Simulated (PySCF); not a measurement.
F2OS, charge +1, doublet, geometry from GFN2-xTB (a state made from the parent by changing its charge; the spin is typed, not shown lowest); CASSCF(7,5)/6-31G in PySCF.

Here is a job for PySCF.
```python
from pyscf import gto, scf, mcscf
import numpy

mol = gto.M(
    atom='''
O     1.41960098   -0.14209547   -0.30246661
S     0.16957608   -0.00151737    0.33203011
F    -0.67309879    1.25560370   -0.21071400
F    -0.89023733   -1.12659907   -0.11070253
''',
    basis='6-31g',
    charge=1,
    spin=1,
    verbose=4,
)

mf = scf.ROHF(mol)
mf.kernel()
mc = mcscf.CASSCF(mf, 5, 7)
mc.fix_spin_(ss=0.75)
mc.kernel()
occ = numpy.linalg.eigvalsh(mc.fcisolver.make_rdm1(mc.ci, mc.ncas, mc.nelecas))[::-1]
ss = mc.fcisolver.spin_square(mc.ci, mc.ncas, mc.nelecas)[0]
print('natural occupations', occ.round(4), ' <S^2>', round(ss, 4))
```

The log (banner, timings and long lists left out):

```
PySCF version 2.14.0

[INPUT] verbose = 4
[INPUT] num. atoms = 4
[INPUT] num. electrons = 41
[INPUT] charge = 1
[INPUT] spin (= nelec alpha-beta = 2S) = 1
[INPUT] symmetry False subgroup None
[INPUT] Mole.unit = angstrom
[INPUT] Symbol           X                Y                Z      unit          X                Y                Z       unit  Magmom
[...]
nuclear repulsion = 191.030519616852
number of shells = 22
number of NR pGTOs = 112
number of NR cGTOs = 40
basis = 6-31g
ecp = {}

******** <class 'pyscf.scf.rohf.ROHF'> ********
method = ROHF
initial guess = minao
damping factor = 0
level_shift factor = 0
DIIS = <class 'pyscf.scf.diis.CDIIS'>
diis_start_cycle = 1
diis_space = 8
diis_damp = 0
SCF conv_tol = 1e-09
SCF conv_tol_grad = None
SCF max_cycles = 50
direct_scf = True
direct_scf_tol = 1e-13
num. doubly occ = 20  num. singly occ = 1
Set gradient conv threshold to 3.16228e-05
init E= -671.930959429376
[...]
cycle= 1 E= -670.209898056408  delta_E= 1.72  |g|= 0.791  |ddm|= 1.82
[...]
cycle= 2 E= -670.357140264696  delta_E= -0.147  |g|= 0.64  |ddm|=  1.3
[...]
cycle= 3 E= -670.446190996801  delta_E= -0.0891  |g|= 0.153  |ddm|= 0.489
[...]
cycle= 4 E= -670.456220325001  delta_E= -0.01  |g|= 0.106  |ddm|= 0.167
[...]
cycle= 5 E= -670.462760929674  delta_E= -0.00654  |g|= 0.0551  |ddm|= 0.11
[...]
cycle= 6 E= -670.470257048337  delta_E= -0.0075  |g|= 0.0508  |ddm|= 0.181
[...]
cycle= 7 E= -670.474592118708  delta_E= -0.00434  |g|= 0.0248  |ddm|= 0.167
[...]
cycle= 8 E= -670.475212463005  delta_E= -0.00062  |g|= 0.00577  |ddm|= 0.0545
[...]
cycle= 9 E= -670.475308538334  delta_E= -9.61e-05  |g|= 0.00371  |ddm|= 0.0344
[...]
cycle= 10 E= -670.475295360717  delta_E= 1.32e-05  |g|= 0.00364  |ddm|= 0.0253
[...]
cycle= 11 E= -670.475334090278  delta_E= -3.87e-05  |g|= 0.000583  |ddm|= 0.0203
[...]
cycle= 12 E= -670.475334790461  delta_E= -7e-07  |g|= 0.000135  |ddm|= 0.00224
[...]
cycle= 13 E= -670.475334818476  delta_E= -2.8e-08  |g|= 5.48e-05  |ddm|= 0.000338
[...]
cycle= 14 E= -670.475334824235  delta_E= -5.76e-09  |g|= 2.49e-05  |ddm|= 0.000208
[...]
cycle= 15 E= -670.475334825179  delta_E= -9.43e-10  |g|= 8.1e-06  |ddm|= 7.27e-05
[...]
Extra cycle  E= -670.475334825242  delta_E= -6.37e-11  |g|= 4.54e-06  |ddm|= 1.24e-05
converged SCF energy = -670.475334825242

******** <class 'pyscf.mcscf.mc1step.CASSCF'> ********
CAS (4e+3e, 5o), ncore = 17, nvir = 18
max_cycle_macro = 50
max_cycle_micro = 4
conv_tol = 1e-07
conv_tol_grad = None
[...]
CASCI E = -670.484474698930  S^2 = 0.7500000
[...]
macro iter  40 (  9 JK    3 micro), CASSCF E = -670.516532098959  dE =  8.80017120e-05  S^2 = 0.7500000
               |grad[o]|=0.00171  |grad[c]|=0.00287  |ddm|=0.0014  |maxRot[o]|=0.0486
macro iter  41 ( 21 JK    4 micro), CASSCF E = -670.516533317768  dE = -1.21880907e-06  S^2 = 0.7500000
               |grad[o]|=0.00124  |grad[c]|=0.00132  |ddm|=0.00112  |maxRot[o]|=0.00717
macro iter  42 (  7 JK    2 micro), CASSCF E = -670.516610953825  dE = -7.76360570e-05  S^2 = 0.7500000
               |grad[o]|=0.000936  |grad[c]|=0.00105  |ddm|=0.00172  |maxRot[o]|=0.0383
macro iter  43 (  5 JK    2 micro), CASSCF E = -670.516637128501  dE = -2.61746762e-05  S^2 = 0.7500000
               |grad[o]|=0.000574  |grad[c]|=0.00071  |ddm|=0.000835  |maxRot[o]|=0.0222
macro iter  44 (  5 JK    2 micro), CASSCF E = -670.516647525024  dE = -1.03965231e-05  S^2 = 0.7500000
               |grad[o]|=0.000401  |grad[c]|=0.000559  |ddm|=0.000553  |maxRot[o]|=0.0184
macro iter  45 (  8 JK    2 micro), CASSCF E = -670.516646658944  dE =  8.66079858e-07  S^2 = 0.7500000
               |grad[o]|=0.000249  |grad[c]|=0.0005  |ddm|=0.000321  |maxRot[o]|=0.00464
macro iter  46 ( 18 JK    4 micro), CASSCF E = -670.516622705107  dE =  2.39538374e-05  S^2 = 0.7500000
               |grad[o]|=0.000177  |grad[c]|=0.00183  |ddm|=0.000656  |maxRot[o]|=0.0326
macro iter  47 ( 12 JK    2 micro), CASSCF E = -670.516630697032  dE = -7.99192480e-06  S^2 = 0.7500000
               |grad[o]|=0.00048  |grad[c]|=0.000102  |ddm|=7.53e-05  |maxRot[o]|=0.00684
macro iter  48 (  7 JK    2 micro), CASSCF E = -670.516644233887  dE = -1.35368554e-05  S^2 = 0.7500000
               |grad[o]|=0.000327  |grad[c]|=0.000374  |ddm|=0.000385  |maxRot[o]|=0.0202
macro iter  49 (  7 JK    2 micro), CASSCF E = -670.516648210912  dE = -3.97702456e-06  S^2 = 0.7500000
               |grad[o]|=0.000216  |grad[c]|=0.000274  |ddm|=0.000207  |maxRot[o]|=0.0133
macro iter  50 (  5 JK    1 micro), CASSCF E = -670.516648382509  dE = -1.71597435e-07  S^2 = 0.7500000
               |grad[o]|=0.00013  |grad[c]|=0.000189  |ddm|=8.94e-05  |maxRot[o]|=0.00242
1-step CASSCF not converged,  50 macro (762 JK 161 micro) steps
CASSCF canonicalization
Density matrix diagonal elements [1.98551885 1.96553651 1.95446602 1.02293764 0.07154097]
CASSCF energy = -670.516648382509
CASCI E = -670.516648382509  E(CI) = -15.4293196701692  S^2 = 0.7500000
natural occupations [1.9937 1.9832 1.9439 1.0109 0.0683]  <S^2> 0.75
```

Convergence was not reached.
